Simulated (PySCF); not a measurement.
CCl, SMILES [C]Cl (connectivity only; charge and spin as stated), neutral, multiplicity 2.

Geometry optimised at PBE0-D3(BJ)/def2-TZVPD.

All values below come from PBE0/def2-TZVPD run with PySCF.

Isolated molecule, no solvent.

Problem. Estimate the frontier levels, dipole moment. (The exact figures need the calculation; the answer reports its results.)

Solution. 
α spin, highest occupied and lowest empty level: -6.41 and -3.35 eV
β spin, highest occupied and lowest empty level: -9.46 and -2.91 eV
dipole moment: 1.49 D
⟨S²⟩: 0.756 (pure state 0.75)
